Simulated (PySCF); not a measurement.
Sn²⁺: ionisation energy

Sn²⁺ [Kr] 4d10 5s2 (1S) → Sn³⁺ [Kr] 4d10 5s1 (2S), as a difference of total energies. Calculation: PySCF 2.14, in x2c-TZVPPall; scalar relativity by spin-free X2C-1e. Correlated levels: valence: [Kr] 4d10 frozen. The calculations carry no spin-orbit coupling.

| method | ionisation energy (eV) |
| --- | --- |
| UHF | 28.541 |
| MP2 (valence) | 29.208 |
| SCS-MP2 (valence) | 29.341 |
| CCSD (valence) | 29.464 |

Problem. How much does correlation contribute at MP2 (valence)?

Solution. 29.208 − (28.541) = 0.667 eV, measured against UHF.

Errors of the correlated levels include the incompleteness of this basis and the frozen core.

With two correlated electrons CCSD is exact in that space.

For comparison: 30.506 eV (measured; NIST Atomic Spectra Database, ionization energies).
